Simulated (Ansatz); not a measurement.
CH$_{5}$InOS$_{2}$, SMILES `C[O][In]([SH])[SH]`. The species carries charge 0 and has multiplicity 1. In: def2 effective core potential. All single points use the PBE0-D4/def2-TZVP geometry. It is one conformer, not always the lowest.

```xyz
10

C    -0.687   -1.475   -0.389
O    -0.654   -0.119   -0.743
In    0.479    1.186    0.227
S     0.356    3.405   -0.567
S     1.806    0.404    2.031
H     0.293   -1.964   -0.476
H    -1.371   -1.994   -1.070
H    -1.056   -1.640    0.633
H    -0.529    3.053   -1.517
H     1.363   -0.856    1.873
```

**Question.** What is the dipole moment at r2SCAN/def2-TZVPP? (Estimate.)

**Answer.** Computed: 1.32 D, with components (-0.37, -1.27, -0.06) D in this frame, pointing from negative to positive charge.

**Question.** And with PBE, B3LYP, ωB97M-V? (An estimate is asked.)

**Answer.** The calculation gave: PBE 1.26 D, B3LYP 1.22 D, ωB97M-V 1.19 D.

**Question.** Give the Mulliken charges with r2SCAN, PBE, B3LYP in def2-TZVPP. (Best estimate.)

**Answer.** The calculation gave: 
| atom | r2SCAN | PBE | B3LYP |
| --- | --- | --- | --- |
| C1 | 0.02 | -0.14 | -0.12 |
| O2 | -0.51 | -0.43 | -0.50 |
| In3 | 0.81 | 0.74 | 0.81 |
| S4 | -0.36 | -0.35 | -0.35 |
| S5 | -0.36 | -0.35 | -0.35 |
| H6 | 0.04 | 0.08 | 0.08 |
| H7 | 0.05 | 0.09 | 0.10 |
| H8 | 0.04 | 0.08 | 0.08 |
| H9 | 0.13 | 0.13 | 0.13 |
| H10 | 0.12 | 0.13 | 0.12 |

B3LYP here is the variant with VWN-RPA as its local correlation; programs differ in this.
